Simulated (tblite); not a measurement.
Problem. What does the GFN2-xTB structure of `CC(C)N[SiH2]C#C[SiH2]P` look like in three dimensions?

Solution. 
```xyz
23
C5H14NPSi2 angstrom
C     -3.066    1.409   -0.027
C     -1.671    0.843   -0.292
C     -0.785    0.979    0.949
N     -1.776   -0.532   -0.728
Si    -0.657   -1.304   -1.777
C      1.070   -1.391   -1.077
C      2.164   -1.392   -0.553
Si     3.779   -1.286    0.341
P      3.651    0.237    1.993
H     -3.006    2.465    0.224
H     -3.535    0.882    0.802
H     -3.691    1.292   -0.909
H     -1.210    1.402   -1.113
H      0.204    0.574    0.747
H     -1.220    0.429    1.782
H     -0.688    2.023    1.237
H     -2.258   -1.096   -0.042
H     -0.576   -0.496   -2.998
H     -1.164   -2.664   -1.953
H      4.087   -2.579    0.960
H      4.828   -0.846   -0.584
H      3.111    1.236    1.203
H      2.404   -0.159    2.439
```

Orientation and origin are arbitrary. Atoms count from 1 in this order. Si5 (SiH2 silicon) is distorted tetrahedral (angles from 105.4° to 115.5°). Of the pairs four or more bonds apart, C6···H14 is among the closest relative to their van der Waals radii: 2.82 Å, 97 % of the sum of Bondi's values. The C–C distances run from 1.213 Å (C6≡C7, drawn triple) to 1.531 Å (C2–C3, drawn single), a spread of 0.318 Å. Si8 (SiH2 silicon) is tetrahedral (angles from 107.4° to 112.4°).

Bonds between heavy atoms (Å): C1–C2 1.528, C2–C3 1.531, C2–N4 1.447, N4–Si5 1.717, Si5–C6 1.865, C6≡C7 1.213, C7–Si8 1.849, Si8–P9 2.251.

The geometry is computed with GFN2-xTB (gas phase).

Point group: C1 (no symmetry element, even within 0.4 Å). Its GFN2-xTB frequencies are all real (lowest 16 cm⁻¹). The numbers are those of one conformer (C1–C2–N4–Si5 151°, C2–N4–Si5–C6 62°, C7–Si8–P9–H -50° and 43°).

Time: 1.8 s of wall time. Hardware: Arm Neoverse V1, one thread, no GPU, shared host. That covers the optimisation of the geometry.
